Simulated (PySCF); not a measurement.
## Nd⁴²⁺: ionisation energy

Nd⁴²⁺ [Ar] (1S) → Nd⁴³⁺ [Ne] 3s2 3p5 (2P), as a difference of total energies. Calculation: PySCF 2.14, in an uncontracted even-tempered set (16 s from 8.4 bohr⁻², ratio 2.5; 10 p from 11 bohr⁻², ratio 2.5; 4 d from 48 bohr⁻², ratio 2.7; 4 f from 71 bohr⁻², ratio 2.7); the non-relativistic Hamiltonian (point nucleus). Correlated levels: outer shells: 1s2 frozen; virtual orbitals above 40 to 60 times the deepest correlated orbital energy dropped. The calculations carry no spin-orbit coupling.

| method | ionisation energy (eV) |
| --- | --- |
| UHF | 3344.0 |
| MP2 (outer shells) | 3344.9 |
| SCS-MP2 (outer shells) | 3344.7 |
| CCSD (outer shells) | 3344.8 |
| CCSD(T) (outer shells) | 3344.8 |

A first-order spin-orbit estimate (lowest level to lowest level, LS coupling) adds -31.709 eV.

The gap to the reference is mostly relativistic.

For comparison: 3371 ± 4 eV (theoretical estimate listed by NIST; NIST Atomic Spectra Database, ionization energies).
